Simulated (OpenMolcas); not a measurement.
An OpenMolcas run meant for Co5+ (ANO-RCC-VQZP, X2C; inactive shells 1s 2s 2p 3s 3p; intended active space 4 electrons in 5 orbitals (3d)). One step of its input:

```
&RASSCF
FileOrb=start.orb
Symmetry=1
Spin=5
nActEl=4 0 0
Inactive=3 6
Ras2=5 0
CIRoot=8 8 1
SDav=5
CIMx=300
Iter=82 100
PrWF=0.3
OrbListing=Nothing
MaxOrb=0
Atom
>>> COPY $Project.JobIph JOB001
```

Lines from the output:

```
...
      Number of secondary orbitals              81
      Spin quantum number                      2.0
      State symmetry                             1
Orbital specifications:
      -----------------------

      Symmetry species                           1   2
                                                ag  au
      Frozen orbitals                            0   0
      Inactive orbitals                          3   6
      Active orbitals                            5   0
      RAS1 orbitals                              0   0
      RAS2 orbitals                              5   0
      RAS3 orbitals                              0   0
      Secondary orbitals                        37  44
      Deleted orbitals                           0   0
      Number of basis functions                 45  50
      Number of CSFs                             5
      Number of root(s) required                 8
 ************ ERROR ***********
  You can't ask for more roots
  than there are configurations
 ******************************
--- Stop Module: rasscf at  /rc=_RC_INPUT_ERROR_ ---
.####################.
.# User input error #.
.####################.
```

What is wrong with the input?

CIRoot asks for more roots than the active space has configuration state functions.
